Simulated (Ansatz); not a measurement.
Consider the redistribution: `[CH3][Al]([SiH3])[CH2]O` + `C#C[SiH3]` → `[CH3][AlH][SiH3]` + `C#C[SiH2]CO`.

Calculated with Ansatz (gas phase, PBE0-D4/def2-TZVP geometries, no zero-point term in ΔE). CCSD(T)/CBS adds triple-zeta CCSD(T) − MP2 to the extrapolated MP2 energy (def2 sets, frozen cores). Functionals use def2-TZVPP. B3LYP here is the variant with VWN-RPA as its local correlation; programs differ in this. Each species was taken in one conformer, which may not be the lowest.

```tsv
level	ΔE (kJ/mol)	difference from CCSD(T)/CBS
PBE-D4	-4.2	-2.0
PBE0-D4	-4.6	-2.4
ωB97M-V	-3.5	-1.3
B2PLYP	-1.3	0.9
r2SCAN	-4.2	-2.0
B3LYP	-0.1	2.1
HF/def2-TZVPP	-2.9	-0.7
MP2/def2-TZVPP	-3.1	-0.9
SCS-MP2/def2-TZVPP	-2.7	-0.5
CCSD(T)/def2-TZVPP	-2.9	-0.7
HF/def2-QZVPP	-2.7	-0.5
MP2/def2-QZVPP	-2.6	-0.4
SCS-MP2/def2-QZVPP	-2.2	0.0
HF/CBS(def2)	-2.7	-0.5
MP2/CBS(def2)	-2.4	-0.2
CCSD/CBS(def2)	-1.8	0.4
CCSD(T)/CBS	-2.2	0
```

Largest T1 diagnostic among the species: 0.013.
